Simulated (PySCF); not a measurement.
Radial density of Te⁴¹⁺ (tellurium, charge +41)

M06-L, [Ne] 3s1, 2S determinant. Computed with PySCF 2.14 in an uncontracted even-tempered set (16 s from 7.7 bohr⁻², ratio 2.5; 10 p from 10 bohr⁻², ratio 2.5; 4 d from 37 bohr⁻², ratio 2.7; 4 f from 55 bohr⁻², ratio 2.7), with the non-relativistic Hamiltonian (point nucleus).

| r (bohr) | 4πr²ρ (e/bohr) | 4πr²(ρα − ρβ) |
| --- | --- | --- |
| 0.000479 | 0.2697 | 0.0034 |
| 0.000805 | 0.7377 | 0.0094 |
| 0.00135 | 1.972 | 0.0251 |
| 0.00228 | 5.069 | 0.0643 |
| 0.00383 | 12.21 | 0.1538 |
| 0.00644 | 26.36 | 0.3249 |
| 0.0108 | 47.36 | 0.5421 |
| 0.0182 | 63.48 | 0.5485 |
| 0.0307 | 58.11 | 0.1036 |
| 0.0516 | 54.91 | 0.3946 |
| 0.0867 | 73.73 | 1.6664 |
| 0.146 | 39.04 | -0.0324 |
| 0.245 | 7.390 | 4.2019 |
| 0.413 | 1.681 | 1.6673 |
| 0.694 | 0.02511 | 0.0251 |

A non-relativistic calculation at this Z misses sizeable relativistic shifts.

Task: Where is the radial spin density 4πr²(ρα − ρβ) most negative, and why is it negative at all?

Result: Around r = 0.146 bohr, down to -0.0324 e/bohr: exchange with the open shell polarises the paired shells in an unrestricted calculation.
